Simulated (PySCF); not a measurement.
## Vibration and rotation of HgPb⁺

BP86 constants of HgPb⁺, ²Π (doublet), unpaired electrons π ↑ (basis Hg def2-SVP with ECP60, Pb def2-SVP with ECP60; scalar-relativistic core potentials; PySCF 2.14; masses 201.9706 and 207.9766 u):

* ωe: 82.0 cm⁻¹
* ωexe: 0.276 cm⁻¹
* Be: 0.017952 cm⁻¹
* αe: 7.3e-05 cm⁻¹

Task: What force constant and bond length do these constants imply?

Result: Reduced mass μred = 102.46 u; k = 5.8918×10⁻⁷·μred·ωe² (u, cm⁻¹, mdyn/Å) = 0.406 mdyn/Å; Re = √(16.8576/(μred·Be)) (u, cm⁻¹, Å) = 3.027 Å.

Task: Estimate the centrifugal constant D from the Kratzer relation and find the Dunham coefficient a1.

Result: D = 4Be³/ωe² = 3.44e-09 cm⁻¹; a1 = −1 − αeωe/(6Be²) = -4.10.

These are scalar-relativistic numbers at best; spin–orbit coupling would shift them, the dissociation energy most. The state was picked by a PBE0 search and need not be the measured ground state.
